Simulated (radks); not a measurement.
Results of a calculation; reference values are marked as such.
The nuclear charge of the scandium ion Sc+ is varied continuously with 20 electrons held in [Ar] 3d1 4s1. Code: a radial shooting solver on a logarithmic mesh with Libxc functionals. Model: scalar-relativistic Kohn-Sham, PBE, spin-polarised, spherical densities, point nucleus; open shells are filled with parallel spins first. By the Hellmann-Feynman theorem dE/dZ = E(electron-nucleus)/Z, the electronic potential at the nucleus. The scalar-relativistic energy here is not variational (the density holds large components alone), so the two differ by a part that grows with Z.

Z     E (hartree)  E(electron-nucleus)/Z (hartree)  HOMO  e(HOMO) (eV)  <r> HOMO (bohr)
20     -680.25852                         -80.8626    3d        -0.984            3.312
20.1   -688.37550                         -81.4001    3d        -1.567            2.940
20.2   -696.54619                         -81.9352    3d        -2.249            2.663
20.3   -704.77036                         -82.4684    3d        -3.022            2.448
20.4   -713.04783                         -82.9998    3d        -3.878            2.278
20.5   -721.37845                         -83.5299    3d        -4.811            2.139
20.6   -729.76209                         -84.0589    3d        -5.814            2.024
20.7   -738.19866                         -84.5869    3d        -6.882            1.927
20.8   -746.68807                         -85.1142    3d        -8.011            1.843
20.9   -755.23026                         -85.6408    3d        -9.197            1.770
21     -763.82515                         -86.1669    4s       -10.234            3.320
21.1   -772.47271                         -86.6925    4s       -11.064            3.255
21.2   -781.17289                         -87.2177    4s       -11.919            3.192
21.3   -789.92567                         -87.7427    4s       -12.798            3.133
21.4   -798.73101                         -88.2673    4s       -13.701            3.076
21.5   -807.58889                         -88.7917    4s       -14.627            3.021
21.6   -816.49928                         -89.3160    4s       -15.576            2.969
21.7   -825.46218                         -89.8400    4s       -16.547            2.920
21.8   -834.47757                         -90.3640    4s       -17.541            2.872
21.9   -843.54543                         -90.8878    4s       -18.556            2.826
22     -852.66576                         -91.4115    4s       -19.593            2.782

The central difference of E at Z = 21 is -86.212 hartree, to compare with the third column; the second derivative is -5.27 hartree.
